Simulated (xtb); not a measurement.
C4H4N, doublet, geometry from GFN2-xTB. Base run: GFN2-xTB (xtb 6.7.1).

xtb was given this input:
```
$ xtb mol.xyz --gfn 2 --uhf 1 --json

# file mol.xyz
9

H     -0.02216819     0.02578181     2.07218703
N     -0.01100368     0.03722541     1.06501021
C      0.01577759     1.15962534     0.28207507
C     -0.02026850    -1.06664492     0.26860244
C      0.02280243     0.72853871    -1.00533804
C      0.00054728    -0.66735377    -1.04553609
H      0.02721740     2.14433730     0.70122733
H     -0.04086179    -2.05616890     0.68202308
H     -0.00031443    -1.29952021    -1.90932923
```

Variants of this job, named by their change:

```csv
change,ΔE vs base (kcal/mol),dipole (D),SCF cycles
base,0.000,2.58,12
alpb = chcl3,-4.47,2.87,11
etemp = 5000,-5.23,3.00,12
```

ALPB and GBSA are two models with their own fitted parameters for each solvent, which aren't always the measured dielectric constant.
